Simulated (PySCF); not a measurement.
methyl (Z)-2,3-difluoroprop-2-enoate (C₄H₄F₂O₂), SMILES C(=O)(OC)/C(=C/F)F. Atoms are numbered in the order given.

```xyz
12

C     -0.1677    -2.9460     0.0000
O     -0.6085    -1.5871     0.0000
C      0.3547    -0.6616     0.0000
O      1.5408    -0.8988     0.0000
C     -0.2090     0.7136     0.0000
F     -1.5342     0.8480     0.0000
C      0.6077     1.7764     0.0000
F      0.1488     3.0181     0.0000
H      0.4396    -3.1567     0.8929
H      0.4396    -3.1567    -0.8929
H     -1.0760    -3.5596     0.0000
H      1.6935     1.6702     0.0000
```

Geometry: B3LYP-D3(BJ)/def2-SVP. One conformer was computed; it need not be the lowest.

Level of theory: PySCF with PBE0/def2-TZVP.

Isolated molecule, no solvent.

```json
{
  "total_energy": "-504.61189 hartree",
  "point_group": "Cs",
  "highest_occupied_level": "-7.88 eV",
  "lowest_empty_level": "-1.48 eV",
  "orbital_gap": "6.40 eV",
  "dipole_moment": "1.52 D",
  "quadrupole, principal values (traceless, Buckingham form, about the centre of nuclear charge)": "-10.23, 0.04, 10.19 D·Å"
}
```
